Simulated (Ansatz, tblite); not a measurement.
Forces on the cluster Ga2N2 at its PBE-D4/def2-SVP geometry. Charge 0, multiplicity 1.

The xTB rows come from tblite. The order of the spin states hangs on the level: the triplet lies 0.17 eV below the singlet at PBE0-D4/def2-TZVP, but 1.54 eV above it at GFN2-xTB. The structure comes from a short search, and lower isomers may exist.

GFN2-xTB (tblite), largest force 3.97 eV/Å:

```xyz
4
positions Å, forces eV/Å
Ga    0.194    0.930    1.729    0.450   -0.416   -0.515
Ga   -1.570    0.075   -0.626    1.075   -0.539   -0.427
N     0.747   -0.225   -0.038   -0.160    2.002    3.428
N     0.629   -0.781   -1.066   -1.366   -1.047   -2.486
```

PBE0-D4/def2-TZVP (Ansatz), largest force 2.35 eV/Å:

```
Ga -0.015 -0.085 -0.159
Ga 0.282 -0.054 0.041
N -0.322 -1.015 -1.925
N 0.055 1.155 2.042
```

CAM-B3LYP-D4/def2-TZVP (Ansatz), largest force 2.74 eV/Å:

```
Ga 0.015 -0.119 -0.204
Ga 0.262 -0.059 0.024
N -0.373 -1.165 -2.209
N 0.096 1.343 2.389
```
